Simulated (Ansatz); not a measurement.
This Ansatz (a first-principles code) input (PBE/def2-TZVPPD) gives -2076.60198 Eh with 54 basis functions. A basis named .json is the Basis Set Exchange file of that set (core-valence sets with the plain set on hydrogen).

Ansatz 0.2 input:
```yaml
crystal:
  periodic: [false, false, false]
  atoms:
    - {symbol: Ge, position_ang: [0.00000000, 0.00000000, 0.00000000]}
basis:
  gaussian:
    orbitals: def2-TZVPPD.json
hamiltonian:
  xc: {name: PBE}
magnetization: {spin_polarized: true, initial_magnetization: 2}
scf: {lower_state_search: full}
```

Change:
```diff
- orbitals: def2-TZVPPD.json
+ orbitals: def2-SVPD
```

Task: What does the run give now?

Result: -2076.34158 Eh (PBE/def2-SVPD, 38 functions), a change of +260.40 mEh.
